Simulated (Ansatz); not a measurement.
Geometry optimisation, RKS PBE0-D4/def2-SVP in Ansatz.

Input file:

```yaml
crystal:
  periodic: [false, false, false]
  atoms:
    - { symbol: O, position_ang: [1.64291, -2.43404, 0.41705] }
    - { symbol: C, position_ang: [1.00131, -1.4645, 0.2561] }
    - { symbol: C, position_ang: [0.32, -0.41843, 0.08916] }
    - { symbol: Si, position_ang: [-0.66956, 0.98425, -0.17158] }
    - { symbol: H, position_ang: [-0.77397, 1.72231, -1.43042] }
    - { symbol: H, position_ang: [-1.5207, 1.61041, 0.83969] }
basis:
  gaussian: { orbitals: def2-SVP }
hamiltonian:
  xc: pbe0
  dispersion: d4
relax:
  f_tol: 0.02
  max_steps: 40
scf:
  lower_state_search: "off"
```

Run as:

```bash
$ ansatz run input.yaml --threads 1 --pin off --max-ram 2048MiB --backend cpu --events-out ev --progress --plain --runs-dir out
```

Question: Where does it end, and by what steps?

Answer: The run converged. After 5 steps the energy has fallen by 0.122 eV; H5 moved furthest, 0.05 Å.

| step | energy less start (eV) | largest force component (eV/Å) | accepted |
| --- | --- | --- | --- |
| 0 | 0.0000 | 3.481 | yes |
| 1 | -0.1087 | 0.916 | yes |
| 2 | -0.1215 | 0.066 | yes |
| 3 | -0.1218 | 0.043 | yes |
| 4 | -0.1214 | 0.168 | no |
| 5 | -0.1221 | 0.009 | yes |

```xyz
6
Properties=species:S:1:pos:R:3
O 1.636 -2.413 0.415
C 0.994 -1.450 0.255
C 0.283 -0.393 0.078
Si -0.658 0.966 -0.168
H -0.742 1.701 -1.459
H -1.513 1.589 0.879
```

Whether the end is a true minimum wasn't checked by a vibrational analysis.

Run time: 7.8 s on 1 thread of Arm Neoverse V2 (shared host), peak memory 0.13 GiB.
